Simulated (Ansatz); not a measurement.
Reaction (cleavage of the Si–Si bond): `[SiH3][SiH2][N]1[CH2][AlH]1` + `OBN[SiH3]` → `OBN([SiH3])[SiH3]` + `[SiH3][N]1[CH2][AlH]1`

Program: Ansatz. Geometries: PBE0-D4/def2-TZVP. ΔE: electronic, gas phase. CBS: MP2 limit from def2 TZ/QZ plus the TZ coupled-cluster correction, frozen cores. Functionals use def2-TZVPP. One conformer a species, not always the lowest.

```json
{"level": "PBE0", "ΔE (kJ/mol)": "-32.5"}
{"level": "SCS-MP2/def2-TZVPP", "ΔE (kJ/mol)": "-59.9"}
{"level": "SCS-MP2/def2-QZVPP", "ΔE (kJ/mol)": "-59.8"}
{"level": "MP2/CBS(def2)", "ΔE (kJ/mol)": "-57.9"}
```

What does CCSD(T)/CBS give? (Best estimate.)

Ansatz gave: -49.7 kJ/mol. The listed levels differ from it by 17.2, -10.2, -10.1, -8.2 kJ/mol.

Largest T1 diagnostic among the species: 0.014.

From PBE to PBE0 (25 % exact exchange), in def2-TZVPP and without D4, ΔE moves by −7.0 kJ/mol. The D4 term adds −3.4 kJ/mol with B3LYP and −1.5 kJ/mol with PBE0; it sums over pairs of atoms, weighted by their polarisabilities, and B3LYP, whose exchange is more repulsive, gets the larger term.

B3LYP here is the variant with VWN-RPA as its local correlation; programs differ in this.
